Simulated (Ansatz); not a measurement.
Cartesian coordinates (Å):
```xyz
13

C     -1.0205    -0.8281     0.5891
N     -0.0363     0.0685    -0.0434
C     -0.5722     1.2221    -0.7863
C      1.2360    -0.1250     0.0346
O      1.7117    -1.1481     0.6934
H     -1.6111    -0.2414     1.2930
H     -0.5105    -1.6357     1.1039
H     -1.6695    -1.2247    -0.1918
H     -1.2138     0.8530    -1.5862
H      0.2466     1.8040    -1.2043
H     -1.1549     1.8370    -0.1008
H      1.9102     0.5722    -0.4539
H      2.6823    -1.1794     0.6758
```
Charge +1, spin multiplicity 1.

These are frozen-core CCSD(T)/cc-pVTZ // TPSSh-D3(BJ)/def2-TZVP (Ansatz, a quantum-chemistry and plane-wave program) values and carry that method's errors.

```yaml
HF energy: -247.44174 Ha
MP2 correlation energy: -0.94235 Ha
```

Problem. Estimate the CCSD correlation energy, the (T) correction, the total energy and the T1 diagnostic.

Solution. 
The CCSD correlation energy is -0.97905 Ha. The (T) correction comes out as -0.03990 Ha and the CCSD(T) total energy is -248.46069 Ha. The T1 diagnostic is 0.013.
